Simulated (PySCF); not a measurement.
PySCF input:

```python
from pyscf import gto, scf, dft

mol = gto.M(
    atom='''
    B     0.04399844   -0.14275734    0.03148584
    Cl    0.30843593    1.56635425   -0.31279510
    Cl    1.41046120   -1.20699701    0.30909203
    O    -1.19241771   -0.67937469    0.09195238
    C    -2.37763690   -0.04852216   -0.08809955
    H    -3.24637801   -0.67600521    0.00643444
    H    -2.38970237    1.00684932   -0.30793326
    ''',
    basis='def2-tzvpd',
    charge=0,
    spin=1,
    verbose=4,
)

mf = dft.UKS(mol, xc='m062x').density_fit(auxbasis='def2-universal-jkfit')
mf.grids.level = 4
mf.conv_tol = 1e-9
mf.max_cycle = 100
mf.max_memory = 1500
mf.kernel()
if not mf.converged:
    mf = mf.newton()
    mf.kernel(mf.make_rdm1())
for _ in range(2):
    mo, _, stable, _ = mf.stability(return_status=True)
    if stable:
        break
    mf.kernel(mf.make_rdm1(mo, mf.mo_occ))
mf.analyze()
```

Question: What final total energy does it print?

Answer: -1059.84842 Eh (M06-2X/def2-TZVPD).

It need not be the lowest isomer of its formula.
